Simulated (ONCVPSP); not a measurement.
# Before and after: ONCV potential for gallium

* Element: Ga (Z = 31)
* Generator: ONCVPSP 4.0.1
* Type: optimised norm-conserving Vanderbilt (ONCV)
* Functional: LDA (Perdew-Wang 92)
* Relativity: scalar-relativistic
* Frozen core: [Ar] 3d10
* Valence charge: 3
* Reference configuration: 4s2 4p0.75 (charge +0.25)
* Partial waves: 4s: rc 1.95 bohr, ncon 4, nbas 7, qcut 3.3 1/bohr, 1 projector; 4p: rc 1.85 bohr, ncon 4, nbas 7, qcut 4.2 1/bohr, 3 projectors, debl 0.6 Ha
* Local potential: polynomial inside 1.50 bohr (lpopt 5, dvloc0 2 Ha)
* Core correction: Teter function fitted to the true core (icmod 2), fcfact 0.25

Change: s: qcut 3.6.

Cutoffs: the cutoffs (Ha) at which the residual kinetic energy of the hardest occupied pseudo-wave falls to 1 and 0.1 mHa per electron; they do not see the model core or the augmentation charge, which bear on the density cutoff. Errors are all-electron minus pseudo energies relative to the spin-unpolarised reference configuration.

Problem. Predict the effect on cutoff, ghosts and configuration errors.

Solution. The potential gets softer (12 Ha and 29 Ha → 7.6 Ha and 27 Ha); both files keep a bound ghost (p); the errors of the 4 common tests hardly move.

```csv
quantity,base,changed
"cutoff, loose",12 Ha,7.6 Ha
"cutoff, tight",29 Ha,27 Ha
loose cutoff by channel,"s 12 Ha, p 5.4 Ha","s 7.6 Ha, p 5.4 Ha"
bound ghosts,p,p
GHOST(+) flags under 300 eV,s at 46.8 eV,s at 48.8 eV
"error for 4s2 4p1, meV [ΔE -0.87 eV]",+0.1,+0.1
"error for 4s2 4p0, meV [ΔE 5.02 eV]",-2.8,-2.9
"error for 4s1 4p0, meV [ΔE 26.51 eV]",-92,-92
"error for 4s2 4p0.5, meV [ΔE 1.25 eV]",-0.3,-0.3
s: phases at 1.98 bohr within 0.05 rad from the reference energy up to (Ha; the scan ends near 5),0.9,1.0
p: phases at 1.88 bohr within 0.05 rad from the reference energy up to (Ha; the scan ends near 5),to the end of the scan,to the end of the scan
"rms error of d²Exc/dni dnj with the model core, mHa",2.62,2.67
```

 A true bound ghost makes a file unfit for plane-wave use even where its test errors are small: the radial tests pick states by their node count and pass the ghost by.
